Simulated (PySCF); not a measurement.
H3O3Sn, doublet (typed; the unrestricted solution is spin-contaminated), geometry from GFN2-xTB (such geometries of metal compounds can be far from the true shape) (the spin is typed, not shown lowest) (all electrons, no relativity), with bond 5-4 at 1.8 times its length; PySCF with HF/STO-3G.

Here is a job for PySCF.
```python
from pyscf import gto, scf

mol = gto.Mole()
mol.atom = '''
    Sn    0.115089    0.223059    0.154724
    O     1.395481   -0.464952   -1.358047
    H     1.939573   -1.218327   -1.128625
    O    -0.323575   -1.450452    1.341389
    H    -1.950009   -1.562319    1.898907
    O    -1.680431    0.735994   -0.801438
    H    -1.598665    1.013261   -1.713952
'''
mol.basis = 'sto-3g'
mol.charge = 0
mol.spin = 1
mol.verbose = 4
mol.build()

mf = scf.UHF(mol)
mf.kernel()
mo_i, mo_e, stable_i, stable_e = mf.stability(internal=True, external=True, return_status=True, nroots=6, tol=1e-6)
print('internally stable:', stable_i, ' externally stable:', stable_e)
if not stable_i:
    umf = mf.copy()
    umf.scf_summary = {}
    umf.kernel(umf.make_rdm1(mo_i, mf.mo_occ))
mf.analyze()
```

Question: Write the output that PySCF gives for this input, abridged.

Answer: 
```
PySCF version 2.14.0

[INPUT] verbose = 4
[INPUT] num. atoms = 7
[INPUT] num. electrons = 77
[INPUT] charge = 0
[INPUT] spin (= nelec alpha-beta = 2S) = 1
[INPUT] symmetry False subgroup None
[INPUT] Mole.unit = angstrom
[INPUT] Symbol           X                Y                Z      unit          X                Y                Z       unit  Magmom
[...]
nuclear repulsion = 379.421729709622
number of shells = 23
number of NR pGTOs = 135
number of NR cGTOs = 45
basis = sto-3g
ecp = {}

******** <class 'pyscf.scf.uhf.UHF'> ********
method = UHF
initial guess = minao
damping factor = 0
level_shift factor = 0
DIIS = <class 'pyscf.scf.diis.CDIIS'>
diis_start_cycle = 1
diis_space = 8
diis_damp = 0
SCF conv_tol = 1e-09
SCF conv_tol_grad = None
SCF max_cycles = 50
direct_scf = True
direct_scf_tol = 1e-13
number electrons alpha = 39  beta = 38
Set gradient conv threshold to 3.16228e-05
init E= -6168.68254297106

cycle= 1 E= -6185.95483354984  delta_E= -17.3  |g|= 0.527  |ddm|= 2.32
cycle= 2 E= -6186.12373182043  delta_E= -0.169  |g|= 0.458  |ddm|= 1.45
cycle= 3 E= -6186.29175685421  delta_E= -0.168  |g|= 0.0866  |ddm|= 0.712
cycle= 4 E= -6186.30153275898  delta_E= -0.00978  |g|= 0.031  |ddm|= 0.18
cycle= 5 E= -6186.30409400698  delta_E= -0.00256  |g|= 0.0212  |ddm|=  0.1
cycle= 6 E= -6186.30570804119  delta_E= -0.00161  |g|= 0.0275  |ddm|= 0.0525
cycle= 7 E= -6186.30324954102  delta_E= 0.00246  |g|= 0.00974  |ddm|= 0.111
cycle= 8 E= -6186.30342043472  delta_E= -0.000171  |g|= 0.0056  |ddm|= 0.0436
cycle= 9 E= -6186.3036280689  delta_E= -0.000208  |g|= 0.00344  |ddm|= 0.0443
cycle= 10 E= -6186.30371483211  delta_E= -8.68e-05  |g|= 0.0027  |ddm|= 0.0257
cycle= 11 E= -6186.30377269119  delta_E= -5.79e-05  |g|= 0.00238  |ddm|= 0.0191
cycle= 12 E= -6186.30385196206  delta_E= -7.93e-05  |g|= 0.00198  |ddm|= 0.0304
cycle= 13 E= -6186.30390687078  delta_E= -5.49e-05  |g|= 0.00169  |ddm|= 0.0255
cycle= 14 E= -6186.30396670659  delta_E= -5.98e-05  |g|= 0.0013  |ddm|= 0.0357
cycle= 15 E= -6186.30400621453  delta_E= -3.95e-05  |g|= 0.000732  |ddm|= 0.0381
cycle= 16 E= -6186.30401305639  delta_E= -6.84e-06  |g|= 0.000652  |ddm|= 0.0126
cycle= 17 E= -6186.30401448711  delta_E= -1.43e-06  |g|= 0.000801  |ddm|= 0.00166
cycle= 18 E= -6186.3040135585  delta_E= 9.29e-07  |g|= 0.000529  |ddm|= 0.0044
cycle= 19 E= -6186.30401409805  delta_E= -5.4e-07  |g|= 0.000287  |ddm|= 0.00455
cycle= 20 E= -6186.30401437063  delta_E= -2.73e-07  |g|= 0.000189  |ddm|= 0.00199
cycle= 21 E= -6186.30401453994  delta_E= -1.69e-07  |g|= 0.000114  |ddm|= 0.00136
cycle= 22 E= -6186.30401459305  delta_E= -5.31e-08  |g|= 7.84e-05  |ddm|= 0.000677
cycle= 23 E= -6186.30401463078  delta_E= -3.77e-08  |g|= 5.49e-05  |ddm|= 0.000542
cycle= 24 E= -6186.304014666  delta_E= -3.52e-08  |g|= 2.94e-05  |ddm|= 0.000772
cycle= 25 E= -6186.30401467375  delta_E= -7.75e-09  |g|= 2.4e-05  |ddm|= 0.00026
cycle= 26 E= -6186.3040146814  delta_E= -7.65e-09  |g|= 1.93e-05  |ddm|= 0.000319
cycle= 27 E= -6186.30401468499  delta_E= -3.59e-09  |g|= 2.07e-05  |ddm|= 0.000184
cycle= 28 E= -6186.3040146847  delta_E= 2.91e-10  |g|= 1.89e-05  |ddm|= 2.05e-05
Extra cycle  E= -6186.30401468608  delta_E= -1.39e-09  |g|= 2.43e-05  |ddm|= 5.07e-05
converged SCF energy = -6186.30401468608  <S^2> = 0.85832723  2S+1 = 2.1055424
uhf_internal: lowest eigs of H = [-0.56160885  0.06148717  0.09024826  0.14304592  0.16184531  0.19941449]
<class 'pyscf.scf.uhf.UHF'> wavefunction has an internal instability
uhf_real2complex: lowest eigs of H = [0.06844938 0.07139408 0.09920233 0.10761188 0.14569676 0.16014353]
<class 'pyscf.scf.uhf.UHF'> wavefunction is stable in the real -> complex stability analysis
uhf_external: lowest eigs of H = [-2.81361893e-01 -3.69220112e-06  1.91444795e-02  4.55384116e-02
  5.29591035e-02  8.11268473e-02]
<class 'pyscf.scf.uhf.UHF'> wavefunction has an UHF/UKS -> GHF/GKS instability
internally stable: False  externally stable: False

******** <class 'pyscf.scf.uhf.UHF'> ********
method = UHF
[...]
cycle= 15 E= -6186.38722235572  delta_E= -4.47e-07  |g|= 0.000179  |ddm|= 0.00367
cycle= 16 E= -6186.38722265533  delta_E= -3e-07  |g|= 0.000108  |ddm|= 0.00237
cycle= 17 E= -6186.38722277201  delta_E= -1.17e-07  |g|= 5.95e-05  |ddm|= 0.0017
cycle= 18 E= -6186.38722280315  delta_E= -3.11e-08  |g|= 3.3e-05  |ddm|= 0.000851
cycle= 19 E= -6186.38722281283  delta_E= -9.68e-09  |g|= 1.17e-05  |ddm|= 0.000517
cycle= 20 E= -6186.38722281394  delta_E= -1.11e-09  |g|= 6.71e-06  |ddm|= 0.000148
cycle= 21 E= -6186.38722281431  delta_E= -3.64e-10  |g|= 3.67e-06  |ddm|= 7.68e-05
Extra cycle  E= -6186.38722281432  delta_E= -1e-11  |g|= 2.95e-06  |ddm|= 9.01e-06
converged SCF energy = -6186.38722281432  <S^2> = 1.6181119  2S+1 = 2.7335778
**** SCF Summaries ****
Total Energy =                       -6186.304014686084884
Nuclear Repulsion Energy =             379.421729709621957
One-electron Energy =                -9316.235587256094732
Two-electron Energy =                 2750.509842860387835
Two-electron Coulomb Energy =         2936.166453150292455
DFT Exchange-Correlation Energy =     -185.656610289904620
**** MO energy ****
                             alpha | beta                alpha | beta
[...]
To work with the spin densities directly, `use mulliken_meta_spin()` only printing them here.

 ** Mulliken spin pop alpha/beta on meta-lowdin orthogonal AOs **
 ** Mulliken Spin Density (per AO)  **
spin_pop of  0 Sn 1s        0.00000
spin_pop of  0 Sn 2s        0.00000
spin_pop of  0 Sn 3s        0.00003
spin_pop of  0 Sn 4s        0.00033
spin_pop of  0 Sn 5s        0.22388
spin_pop of  0 Sn 2px       0.00000
spin_pop of  0 Sn 2py       0.00000
spin_pop of  0 Sn 2pz       0.00000
spin_pop of  0 Sn 3px      -0.00000
spin_pop of  0 Sn 3py       0.00000
spin_pop of  0 Sn 3pz       0.00000
spin_pop of  0 Sn 4px      -0.00002
spin_pop of  0 Sn 4py       0.00014
spin_pop of  0 Sn 4pz       0.00003
spin_pop of  0 Sn 5px       0.01630
spin_pop of  0 Sn 5py       0.21848
spin_pop of  0 Sn 5pz       0.08467
spin_pop of  0 Sn 3dxy      0.00000
spin_pop of  0 Sn 3dyz      0.00000
spin_pop of  0 Sn 3dz^2    -0.00000
spin_pop of  0 Sn 3dxz      0.00000
spin_pop of  0 Sn 3dx2-y2    0.00000
spin_pop of  0 Sn 4dxy      0.00006
spin_pop of  0 Sn 4dyz      0.00009
spin_pop of  0 Sn 4dz^2    -0.00003
spin_pop of  0 Sn 4dxz     -0.00007
spin_pop of  0 Sn 4dx2-y2   -0.00010
spin_pop of  1 O 1s       -0.00000
spin_pop of  1 O 2s        0.00173
spin_pop of  1 O 2px      -0.00651
spin_pop of  1 O 2py       0.02162
spin_pop of  1 O 2pz       0.14778
spin_pop of  2 H 1s       -0.00831
spin_pop of  3 O 1s       -0.00000
spin_pop of  3 O 2s       -0.00356
spin_pop of  3 O 2px      -0.09654
spin_pop of  3 O 2py       0.19777
spin_pop of  3 O 2pz       0.03970
spin_pop of  4 H 1s        0.02730
spin_pop of  5 O 1s       -0.00000
spin_pop of  5 O 2s        0.00161
spin_pop of  5 O 2px       0.11712
spin_pop of  5 O 2py       0.00797
spin_pop of  5 O 2pz       0.01564
spin_pop of  6 H 1s       -0.00713
 ** Mulliken Spin Density (per atom)  **
spin density of  0 Sn =      0.54381
spin density of  1 O =      0.16462
spin density of  2 H =     -0.00831
spin density of  3 O =      0.13737
spin density of  4 H =      0.02730
spin density of  5 O =      0.14234
spin density of  6 H =     -0.00713
 ** Mulliken pop alpha/beta on meta-lowdin orthogonal AOs **
 ** Mulliken pop       alpha | beta **
In total            39.00000 | 38.00000
 ** Mulliken atomic charges   ( Nelec_alpha | Nelec_beta ) **
charge of  0Sn =      0.79230  (    24.87576     24.33195 )
charge of  1O =     -0.35691  (     4.26076      4.09615 )
charge of  2H =      0.09995  (     0.44587      0.45418 )
charge of  3O =     -0.21629  (     4.17683      4.03946 )
charge of  4H =     -0.06624  (     0.54677      0.51947 )
charge of  5O =     -0.35366  (     4.24800      4.10566 )
charge of  6H =      0.10085  (     0.44601      0.45314 )
Dipole moment(X, Y, Z, Debye):  1.74840,  1.54830,  0.22609
```
